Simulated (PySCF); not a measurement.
## Al2H4O5

The system: Al2H4O5, a molecule; neutral, singlet. The structure, one conformer, was relaxed in the gas phase by PBE0-D3(BJ)/def2-SVP. No frequency run checks that it is a minimum.

SMILES: [OH][Al]([OH])[O][Al]([OH])[OH]

| atom | x (Å) | y (Å) | z (Å) |
| --- | --- | --- | --- |
| O1 | 2.405 | 1.309 | -1.197 |
| Al2 | 1.062 | 1.295 | -0.158 |
| O3 | 0.797 | 2.656 | 0.820 |
| O4 | -0.023 | 0.009 | -0.069 |
| Al5 | -1.045 | -1.303 | 0.193 |
| O6 | -0.359 | -2.843 | 0.387 |
| O7 | -2.736 | -1.172 | 0.255 |
| H8 | 2.649 | 0.579 | -1.767 |
| H9 | 1.396 | 3.404 | 0.808 |
| H10 | -0.900 | -3.619 | 0.543 |
| H11 | -3.213 | -0.343 | 0.196 |

Shieldings: GIAO PBE0/pcSseg-1. Shifts are against computed references at the same level: H TMS (σ 31.27 ppm). Core levels by delta-SCF with SCAN, pcX-2 on the ionised atom and pcseg-1 elsewhere, spin-free X2C (2p3/2 is the spin-free 2p value less a third of a first-order spin-orbit splitting); from the vacuum level, for chosen atoms.

Q: Give the NMR and core-level values of the distinct atoms.

A: 
| atoms | bonded to | σ (ppm) | δ (ppm) | core level (eV) |
| --- | --- | --- | --- | --- |
| O1 O7 | 1 Al + 1 H | 328.7 | - | 1s 538.17 |
| Al2 Al5 | 3 O | 476.0 | - | 2p3/2 80.88 |
| O3 O6 | 1 Al + 1 H | 332.6 | - | 1s 538.16 |
| O4 | 2 Al | 316.6 | - | 1s 537.29 |
| H8 H11 | 1 O | 30.24 | 1.03 | - |
| H9 H10 | 1 O | 30.22 | 1.05 | - |

Values are those of this one static structure; atoms that internal rotation interchanges would show their mean in an NMR spectrum.

Q: Which of O1, O3, O4 holds its core electrons tightest, and by how much against the loosest?

A: O1 (bonded to 1 Al + 1 H), by 0.87 eV over O4 (bonded to 2 Al).

Q: By CAM-B3LYP/def2-SVPD (TDDFT singlets, Tamm-Dancoff triplets, ionisation by delta-SCF), where does absorption start, and what does vertical ionisation take?

A: The lowest singlet lies at 6.96 eV (f 0.020), the strongest of the first 6 at 7.55 eV (f 0.027), the lowest triplet at 6.66 eV; vertical ionisation takes 11.46 eV.

The 3 runs behind this took 5.3 min in all, one thread each of Arm Neoverse N1 on a shared host, launched as `OMP_NUM_THREADS=1 python cluster_run.py task.json out`.
